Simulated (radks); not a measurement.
Values are calculated unless marked as measured or tabulated.
Q: Radial electron density D(r) = 4 pi r^2 rho(r) of an atom or ion with 3 electrons. Level of theory: scalar-relativistic Kohn-Sham, PBE, spin-polarised, spherical densities, finite nucleus; Fermi nuclear charge, rms radius of each element as measured or else 0.836 A^(1/3) + 0.57 fm (a radial shooting solver on a logarithmic mesh with Libxc functionals).

r (bohr),D(r) (e/bohr),spin D(r)
0.002081,15.18,0.988
0.002272,17.23,1.12
0.002501,19.73,1.27
0.002753,22.52,1.45
0.00303,25.61,1.64
0.003309,28.72,1.82
0.003642,32.42,2.04
0.004009,36.42,2.28
0.004413,40.70,2.52
0.004858,45.23,2.76
0.005305,49.56,2.99
0.005839,54.40,3.23
0.006428,59.27,3.45
0.007075,64.04,3.64
0.007726,68.21,3.77
0.008505,72.37,3.86
0.009362,75.95,3.89
0.01031,78.75,3.82
0.01134,80.57,3.66
0.01239,81.23,3.41
0.01363,80.69,3.04
0.01501,78.76,2.57
0.01652,75.39,2.03
0.01804,71.10,1.49
0.01986,65.25,0.915
0.02186,58.43,0.419
0.02406,50.99,0.0849
0.02649,43.37,0.00480
0.02892,36.60,0.230
0.03184,29.87,0.868
0.03505,24.19,1.95
0.03858,19.80,3.47
0.04212,16.98,5.19
0.04637,15.15,7.28
0.05104,14.35,9.40
0.05618,14.23,11.3
0.06185,14.34,12.7
0.06753,14.32,13.4
0.07434,13.86,13.4
0.08183,12.81,12.6
0.09007,11.21,11.1
0.09836,9.373,9.35
0.1083,7.220,7.21
0.1192,5.159,5.16
0.1312,3.398,3.40
0.1444,2.049,2.05
0.1577,1.185,1.18
0.1736,0.5896,0.590
0.1911,0.2619,0.262
0.2103,0.1028,0.103
0.2297,0.03869,0.0387
0.2528,0.01156,0.0116
0.2783,0.002939,0.00294

What is the nuclear charge?

A: Z = 68. The innermost maximum, from 1s, lies near gamma/Z bohr with gamma = sqrt(1 - (Z/c)^2) = 0.868, here 0.0128 bohr (found: 0.0125), and its height grows with Z. The density is that of the erbium ion Er65+ in [He] 2s1; the configuration itself is not fixed sharply by these data, and Z only to a few units. D(r) has 2 maxima, at r = 0.0125, 0.0644 bohr, and minima at 0.0549 bohr, inside which lie 2.16 electrons.
